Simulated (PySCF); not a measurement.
ethenyl(ethynyl)silane (C4H6Si), SMILES C#C[SiH2]C=C.

Geometry optimised at PBE0-D3(BJ)/def2-SVP. One conformer was computed; it need not be the lowest.

These are TDA-PBE/def2-SVPD (PySCF) values and carry that method's errors.

Vertical excitations. Isolated molecule, no solvent.

Computed excitation energies, oscillator strengths and character:
```tsv
state	energy (eV)	λ (nm)	f	main pairs
S1	5.30	234	0.002	HOMO−1→LUMO 77 %
S2	5.39	230	0.016	HOMO→LUMO 58 %, HOMO−1→LUMO 18 %, HOMO−2→LUMO 18 %
S3	5.98	207	0.000	HOMO−1→LUMO+1 60 %, HOMO→LUMO+1 20 %, HOMO→LUMO+2 18 %
S4	6.03	205	0.011	HOMO→LUMO+1 40 %, HOMO−2→LUMO+1 29 %, HOMO−1→LUMO+2 9 %
S5	6.12	202	0.014	HOMO→LUMO+2 55 %, HOMO−1→LUMO+1 25 %, HOMO−2→LUMO+2 10 %
S6	6.22	199	0.001	HOMO−1→LUMO+2 42 %, HOMO−2→LUMO+1 42 %, HOMO→LUMO+1 9 %
S7	6.29	197	0.001	HOMO−2→LUMO+2 73 %, HOMO→LUMO+2 12 %
S8	6.53	190	0.003	HOMO−3→LUMO 93 %
S9	6.97	178	0.062	HOMO−4→LUMO 76 %
S10	7.09	175	0.070	HOMO−3→LUMO+1 66 %, HOMO−1→LUMO+3 13 %
T1	4.33	286	0	HOMO−2→LUMO 50 %, HOMO→LUMO 43 %
T2	4.82	257	0	HOMO−1→LUMO 23 %, HOMO−1→LUMO+2 20 %, HOMO→LUMO+1 18 %, HOMO→LUMO 15 %
T3	5.12	242	0	HOMO−1→LUMO 54 %, HOMO→LUMO+1 19 %, HOMO−2→LUMO 11 %
T4	5.17	240	0	HOMO−1→LUMO+1 27 %, HOMO→LUMO 23 %, HOMO−2→LUMO 18 %, HOMO−1→LUMO+2 12 %
```
Triplets are in the Tamm–Dancoff approximation.
